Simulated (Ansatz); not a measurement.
Reaction (formal exchange of groups at a Ge–C bond): `[NH2][GeH]([OH])[CH2]F` + `C/C=C/S` → `[NH2][GeH]([OH])[SH]` + `C/C=C/CF`

Computed with Ansatz on PBE0-D4/def2-TZVP structures; ΔE is electronic, products minus reactants. CBS: MP2 limit from def2 TZ/QZ plus the TZ coupled-cluster correction, frozen cores. Double bonds are as drawn, so ΔE can hold a change between cis and trans. Functionals use def2-TZVPP. For Ge outer-core shells are correlated without core-valence functions, which leaves a few kJ/mol of doubt a bond. Scalar relativity is left out up to krypton. Each species was taken in one conformer, which may not be the lowest.

`[NH2][GeH]([OH])[CH2]F`:

Cartesian coordinates in Å:
```
N 1.533 0.189 -0.653
Ge -0.287 0.260 -0.573
O -0.940 -1.097 -1.521
C -0.767 0.052 1.333
F 0.305 -0.498 2.028
H 1.999 0.174 0.242
H 2.002 0.812 -1.291
H -0.919 1.508 -1.214
H -0.291 -1.803 -1.583
H -1.627 -0.614 1.443
H -1.007 1.017 1.790
```

`C/C=C/S`:

```xyz
10

C    -0.607   -0.194    1.344
C     0.107   -0.316    0.041
C     0.174    0.655   -0.863
S     0.975    0.634   -2.416
H     0.076   -0.349    2.186
H    -1.064    0.791    1.457
H    -1.396   -0.946    1.435
H     0.597   -1.267   -0.162
H    -0.307    1.612   -0.678
H     1.447   -0.621   -2.344
```

`[NH2][GeH]([OH])[SH]`:

```xyz
9

N     1.175   -0.953    0.783
Ge   -0.148   -0.251   -0.241
O     0.731    0.551   -1.554
S    -1.393    1.281    0.816
H     1.960   -0.332    0.919
H     0.892   -1.354    1.665
H    -1.077   -1.353   -0.766
H     0.362    1.420   -1.734
H    -2.501    0.992    0.112
```

`C/C=C/CF`:

```xyz
12

C    -1.247    0.779   -1.281
C    -0.209    0.575   -0.233
C     0.189   -0.607    0.215
C     1.225   -0.820    1.261
F     1.740    0.371    1.728
H    -1.649   -0.171   -1.642
H    -2.079    1.378   -0.898
H    -0.838    1.324   -2.137
H     0.249    1.466    0.188
H    -0.247   -1.521   -0.185
H     2.060   -1.412    0.866
H     0.807   -1.361    2.118
```

```
                 species  r2SCANh energy (Eh)
`[NH2][GeH]([OH])[CH2]F`          -2348.52509
               `C/C=C/S`           -516.04622
  `[NH2][GeH]([OH])[SH]`          -2608.20417
              `C/C=C/CF`           -256.40579
```

(1) Work out ΔE.

Largest T1 diagnostic among the species: 0.011.

Answers

(1) ΔE = (-2608.20417) + (-256.40579) − (-2348.52509) − (-516.04622) = -0.03865 Eh = -101.5 kJ/mol. CCSD(T)/CBS gives -98.0 kJ/mol.

Leaving LDA and LC-ωPBE aside and taking each functional with its dispersion term where it has one, the values, not all of them listed here, spread over 14.6 kJ/mol, from BHLYP-D4 to BLYP-D4. In def2-TZVPP, CCSD(T) changes the Hartree–Fock value by +15.5 kJ/mol (the triples alone add +2.1 kJ/mol) and MP2 by +15.1 kJ/mol. From BLYP to BHLYP (50 % exact exchange), in def2-TZVPP and without D4, ΔE moves by −13.6 kJ/mol.
